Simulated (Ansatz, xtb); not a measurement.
## Ranking isomers of C2H6Sn

4 gas-phase structures of C2H6Sn, found in a search over its isomers (lower ones may exist). Each was relaxed with GFN2-xTB; where two conformers were screened, the lower at r2SCAN-D4/def2-SVP is listed:

A. `C=[CH][SnH3]`, a singlet
B. `C[CH2][SnH]`, a singlet
C. `[CH3][Sn][CH3]`, a singlet
D. a singlet given by its coordinates

D (Å):

```xyz
9

C    -0.4763   -1.0203    0.5529
C     0.0478   -1.4646    1.6964
Sn    2.2979   -0.2835    0.6719
H    -0.9460   -0.0555    0.4835
H    -0.4917   -1.6262   -0.3348
H    -0.0309   -0.8981    2.6105
H     0.4248   -2.4704    1.7909
H     1.4737    1.2061    0.1209
H     2.0957   -0.9409   -0.9801
```

Close contacts (Å): C1–C2 1.33, C2–Sn3 2.74, C1–H4 1.08, C1–H5 1.07, C2–H6 1.08, C2–H7 1.08, Sn3–H8 1.79, Sn3–H9 1.79.

Q: Which do you expect lowest at r2SCAN-D4/def2-SVP, and how would the others follow?

A: Calculated order at r2SCAN-D4/def2-SVP: C (0.0), B (7.2), D (22.9), A (27.1) kcal/mol.

Energies above the lowest of each column, in kcal/mol; the last columns are at PBE-D3(BJ)/def2-SVP geometries and were run for some of them only (a dash: not run or not comparable):

| structure | GFN2-xTB | HF/STO-3G | r2SCAN-D4/def2-SVP | PBE-D3(BJ)/def2-SVP | CCSD(T)/def2-TZVP |
| --- | --- | --- | --- | --- | --- |
| C | 6.2 | 0.0 | 0.0 | 0.0 | 0.0 |
| B | 0.0 | 14.4 | 7.2 | 6.9 | 10.3 |
| D | 14.4 | 65.3 | 22.9 | – | – |
| A | 43.0 | 4.9 | 27.1 | – | – |

CCSD(T)/def2-TZVP puts C lowest of those it was run on; GFN2-xTB picks B. Flexible structures stand in one conformer each, not always the lowest. Frequencies (PBE-D3(BJ)/def2-SVP) were run for B, C alone. Atoms past krypton carry core potentials in the def2 sets, without spin–orbit terms.

Over these structures GFN2-xTB departs from r2SCAN-D4/def2-SVP by 9.4 kcal/mol on average once a common shift is removed. A GFN2-xTB relaxation took about 0.13 s and the r2SCAN-D4/def2-SVP energy about 1.8 s on a shared host (Ansatz 0.2.0, xtb 6.7.1).
